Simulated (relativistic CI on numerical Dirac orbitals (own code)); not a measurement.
# Hyperfine structure of Gd⁶⁺, mass number 155

Method of calculation: Dirac-Coulomb-Breit CI, separate exchange-only KLI orbitals for each configuration, model QED (radiative potential, 1s self-energy scaled to tabulated hydrogen-like ionisation energies), unscaled Slater integrals (own radial code, finite nucleus).

Configurations in the expansion (outside the closed core [Kr] 4d10): 4f⁶5s²5p⁴, 4f⁵5s5p⁶. The list is cut by size and lacks configurations that can hold low levels.

Nuclear spin I = 3/2, μ = -0.2591 μN, Q = 1.27 b (tables of Stone and Pyykkö). The electronic factors are computed for point nuclear moments, without core polarisation or the Bohr-Weisskopf and QED corrections.

| Level | E (eV) | A (MHz) | B (MHz) |
| --- | --- | --- | --- |
| 4f⁶5s²5p⁴ ⁹D2 | 0.0000 | -308.8 | 2300 |
| 4f⁶5s²5p⁴ ⁹D3 | 0.2565 | -162.8 | 1600 |
| 4f⁶5s²5p⁴ ⁹D4 | 0.5680 | -132.9 | 2300 |
| 4f⁶5s²5p⁴ ⁹G8 | 1.0806 | -233.3 | 7000 |
| 4f⁶5s²5p⁴ ⁹G7 | 1.2026 | -236.2 | 7310 |

Levels with J = 0, under 50 % of one LS term, or S terms without an open s electron are left out. Small factors come from cancelling terms and can be off by tens of per cent or more.

At this charge configurations can still be misplaced by up to about 7 % of their energy. Terms inside the open d or f shell come out 10 to 20 % too wide with unscaled integrals. Levels and lines within the n = 5 or 6 shells can be off by up to 10 % or somewhat more, and those that change n by about 2 %, since core polarisation is missing.

**Question.** Give the hyperfine levels of 4f⁶5s²5p⁴ ⁹D2 relative to its centre of gravity.

**Answer.** With K = F(F + 1) − I(I + 1) − J(J + 1), E = AK/2 + B[¾K(K + 1) − I(I + 1)J(J + 1)]/[2I(2I − 1)J(2J − 1)]: F = 1/2: 3406, F = 3/2: 926.5, F = 5/2: -1286, F = 7/2: -350.5 MHz.

LS names give the leading component of a level, which can be under half, so a name can repeat, a term be missing and a line seem to break the LS rules.
